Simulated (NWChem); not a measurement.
System meant: C$_{6}$H$_{7}$, doublet; SMILES C1=C[C]=CCC1

Here is an NWChem input.

```
start job
memory heap 200 mb stack 900 mb global 1100 mb
geometry units angstroms noautoz
  C     -1.448513    -0.114127     0.117476
  C     -0.973963     1.122877     0.093308
  C      0.506885     1.277037    -0.266965
  C      1.325428     0.067180     0.228934
  C      0.641448    -1.256146    -0.045552
  C     -0.705025    -1.335624    -0.087442
  H     -1.579196     2.008084     0.275232
  H      0.600730     1.370909    -1.360978
  H      0.910931     2.201495     0.161740
  H      2.323213     0.083210    -0.225107
  H      1.483934     0.155038     1.317541
  H      1.253929    -2.147975    -0.165600
  H     -1.218745    -2.276316    -0.268094
end
basis spherical
  * library def2-svp
end
dft
  odft
  mult 2
  xc xpbe96 cpbe96
  iterations 4
  mulliken
end
task dft energy
```

End of the output:

```
     --------------------------
     Expectation value of S2:
     --------------------------
      <S2> =      0.7566 (Exact =     0.7500)

 center of mass
 --------------
 x =  -0.09187725 y =  -0.02802594 z =   0.00569289

 moments of inertia (a.u.)
 ------------------
         363.334460607389           0.000000000000          -0.000000000000
           0.000000000000         327.035337795454           0.000000000000
          -0.000000000000           0.000000000000         649.398707654274

     Multipole analysis of the density
     ---------------------------------

     L   x y z        total         alpha         beta         nuclear
     -   - - -        -----         -----         ----         -------
     0   0 0 0     -0.000000    -22.000000    -21.000000     43.000000

     1   1 0 0      0.548296      1.733254     -1.184958     -0.000000
     1   0 1 0      0.032899      0.118447     -0.085548      0.000000
     1   0 0 1     -0.044385     -0.162228      0.117843      0.000000

     2   2 0 0    -27.230547   -109.226775    -97.130026    179.126254
     2   1 1 0      0.038226     -0.676319     -0.312149      1.026693
     2   1 0 1      0.134627      0.254453     -0.985133      0.865307
     2   0 2 0    -24.635908   -117.271026   -115.216732    207.851850
     2   0 1 1      0.391907     -0.043920     -0.026726      0.462553
     2   0 0 2    -28.289270    -23.097394    -22.248806     17.056930

 ------------------------------------------------------------------------
 dft energy failed                                                                                  0
 ------------------------------------------------------------------------
 ------------------------------------------------------------------------
  current input line :
    28: task dft energy
 ------------------------------------------------------------------------
 ------------------------------------------------------------------------
 This type of error is most commonly associated with calculations not reaching convergence criteria
 ------------------------------------------------------------------------
 For more information see the NWChem manual at https://nwchemgit.github.io

0:dft energy failed:Received an Error in Communication
```

### Question
Can this run be used? If not, why, and what is the fix?

### Answer
The run did not converge; its last values are not results. Cause: the SCF was allowed too few iterations. This input runs:
```
start job
memory heap 200 mb stack 900 mb global 1100 mb
geometry units angstroms noautoz
  C     -1.448513    -0.114127     0.117476
  C     -0.973963     1.122877     0.093308
  C      0.506885     1.277037    -0.266965
  C      1.325428     0.067180     0.228934
  C      0.641448    -1.256146    -0.045552
  C     -0.705025    -1.335624    -0.087442
  H     -1.579196     2.008084     0.275232
  H      0.600730     1.370909    -1.360978
  H      0.910931     2.201495     0.161740
  H      2.323213     0.083210    -0.225107
  H      1.483934     0.155038     1.317541
  H      1.253929    -2.147975    -0.165600
  H     -1.218745    -2.276316    -0.268094
end
basis spherical
  * library def2-svp
end
dft
  odft
  mult 2
  xc xpbe96 cpbe96
  iterations 150
  mulliken
end
task dft energy
```
It converges to -232.25209 Ha (PBE/def2-SVP, spin-unrestricted).
